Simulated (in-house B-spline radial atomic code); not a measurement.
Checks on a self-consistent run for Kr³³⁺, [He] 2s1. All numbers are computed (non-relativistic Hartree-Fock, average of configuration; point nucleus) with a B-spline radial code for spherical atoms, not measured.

```
orbital  q      ε (Eh)    <1/r>        <r²>
     1s  2  -618.75117  35.6734  0.00237036
     2s  1  -147.92409  8.63037   0.0347692
```

Electron-electron repulsion V_ee = 36.1083 hartree, kinetic energy T = 1421.5347 hartree.

Problem. What total energy follows from the eigenvalues?

Solution. The eigenvalues count the repulsion twice, so E = Σqε - V_ee = -1385.426 - 36.108 = -1421.535 hartree; the run printed -1421.535.

Problem. What is the virial ratio?

Solution. -V/T = (T - E)/T = 2.000000; at the Hartree-Fock limit it is 2.

Problem. What diamagnetic shielding (Lamb formula) and susceptibility (Langevin formula) do the radii give?

Solution. σ = (α²/3)Σq<1/r> = 79.9772/(3·137.036²) = 1419.6 ppm, and χ = -0.79199×10⁻⁶·Σq<r²> = -0.03129×10⁻⁶ cm³/mol with Σq<r²> = 0.03951 bohr². Both are non-relativistic formulas without the paramagnetism of open shells.
